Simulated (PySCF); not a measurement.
tetrachloroaluminate (AlCl4), SMILES [Cl][Al-]([Cl])([Cl])[Cl], charge -1.

Geometry: PBE-D3(BJ)/def2-SVPD.

Computed with PBE-D3(BJ)/def2-SVPD (PySCF 2.14.0).

Frequencies are harmonic and unscaled.

Modes within 1.5 cm⁻¹ of each other (mostly degenerate sets) share a row, with their intensities summed.

**Question.** Give all harmonic wavenumbers and intensities. (Estimate from the structure and the level; the computed values follow.)

**Answer.** 
```
mode  ν (cm⁻¹)  IR (km/mol)  moving atoms (share of kinetic energy)
----  --------  -----------  --------------------------------------
1–2        103          0.0                                Cl 100 %
3–5        161         14.4                        Cl 84 %, Al 16 %
6          321          0.0                                Cl 100 %
7–9        479        476.1                        Al 68 %, Cl 32 %
```
